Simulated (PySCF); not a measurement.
C6H9BO2.
SMILES: `[BH2-]1OC=C(C2CC2)C=[O+]1`

Computed with PySCF at CAM-B3LYP/def2-SVPD, non-relativistic, on one gas-phase PBE0-D3(BJ)/def2-SVP geometry that isn't relaxed in the solvent. The solvent is an IEF-PCM continuum (van der Waals radii × 1.2), and excitations are vertical TDDFT with non-equilibrium linear response and a frozen core. Only the electrostatic response of the medium enters.

Gas-phase singlets (H = HOMO, L = LUMO):

| state | E (eV) | λ (nm) | f | leading configuration |
| --- | --- | --- | --- | --- |
| S1 | 3.349 | 370 | 0.039 | H→L 98% |
| S2 | 4.848 | 256 | 0.002 | H-2→L 72% |
| S3 | 5.600 | 221 | 0.053 | H-1→L 98% |
| S4 | 6.183 | 201 | 0.028 | H→L+1 84% |
| S5 | 6.425 | 193 | 0.000 | H-3→L 48% |

Q: Give the list for acetonitrile (ε = 35.69), n² = 1.81.

A: 
```csv
state,E (eV),λ (nm),f,leading configuration,change by rank (eV)
S1,3.543,350,0.068,H→L 98%,+0.194
S2,4.938,251,0.002,H-3→L 63%,+0.090
S3,5.815,213,0.026,H-1→L 98%,+0.215
S4,6.218,199,0.039,H→L+1 88%,+0.035
S5,6.248,198,0.001,H-2→L 57%,-0.177
```

Q: The ground-state energy changes by -0.323 eV from gas to acetonitrile. By how much does the total energy of gas-phase S1 change?

A: E(S1) = E(S0) + excitation energy, so it changes by -0.323 + 0.194 = -0.129 eV: it is lowered less than the ground state, which is what a blue shift means. This is the vertical state, with the slow part of the continuum still set for S0.

Q: How do the frontier levels move from gas to acetonitrile?

A: 
| orbital | gas (eV) | solvent (eV) | change (eV) |
| --- | --- | --- | --- |
| LUMO+2 | 1.39 | 1.83 | +0.44 |
| LUMO+1 | 1.04 | 1.16 | +0.12 |
| LUMO | -1.33 | -1.11 | +0.22 |
| HOMO | -7.76 | -7.70 | +0.06 |
| HOMO-1 | -9.88 | -9.96 | -0.08 |
| HOMO-2 | -10.35 | -9.99 | +0.36 |
| HOMO-3 | -10.76 | -10.51 | +0.25 |

The HOMO–LUMO gap goes from 6.42 to 6.59 eV. Rows go by rank; for HOMO-3, HOMO-2, LUMO+1 and LUMO+2 the atom shares or the degeneracy differ between the runs, so the row needn't follow one orbital.

The values belong to the conformer `[BH2-:1]1[O:2][CH:3]=[C:4]([CH:5]2[CH2:6][CH2:7]2)[CH:8]=[O+:9]1`: C3–C4–C5–C6 145°.
